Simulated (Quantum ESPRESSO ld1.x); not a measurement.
Task: Sb17+, 34 electrons, occupied as [Ar] 3d10 4s2 4p4 (the NIST ground configuration). All-electron calculation, Dirac Kohn-Sham, LDA (Slater exchange, Perdew-Zunger correlation), spin-unpolarised, spherical densities, point nucleus; open shells are shared between the two j in proportion to 2j + 1. Program: ld1.x of Quantum ESPRESSO 7.5. Some entries of the table are withheld. Estimate them.

orbital     occ.  eigenvalue (eV)  <r^2> (bohr^2)
1s1/2          2         -30694.8        0.001096
2s1/2          2         -5044.74             (1)
2p1/2          2         -4751.50         0.01310
2p3/2          4         -4499.72         0.01439
3s1/2          2         -1324.03          0.1232
3p1/2          2         -1204.38             (2)
3p3/2          4         -1156.97             (3)
3d3/2          4         -946.450          0.1054
3d5/2          6         -936.458          0.1077
4s1/2          2         -522.190          0.5771
4p1/2    1.33333         -477.661             (4)
4p3/2    2.66667         -465.717             (5)

Result: 
(1) 2s1/2 <r^2> (bohr^2): 0.01767
(2) 3p1/2 <r^2> (bohr^2): 0.1175
(3) 3p3/2 <r^2> (bohr^2): 0.1255
(4) 4p1/2 <r^2> (bohr^2): 0.6041
(5) 4p3/2 <r^2> (bohr^2): 0.6337
